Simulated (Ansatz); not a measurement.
Question: Name a neutral molecule of Br, C and H with size of the dipole moment (ωB97M-V/def2-TZVPP) between 1.55 and 1.85 D and HOMO energy (PBE0/def2-TZVPP) between -7.40 and -7.10 eV (Ansatz, PBE0-D4/def2-TZVP geometry).

Answer: `C=C(Br)CC` (1.70 D, -7.21 eV). Other molecules can fit too; these were computed, each in one conformer that needn't be the lowest.
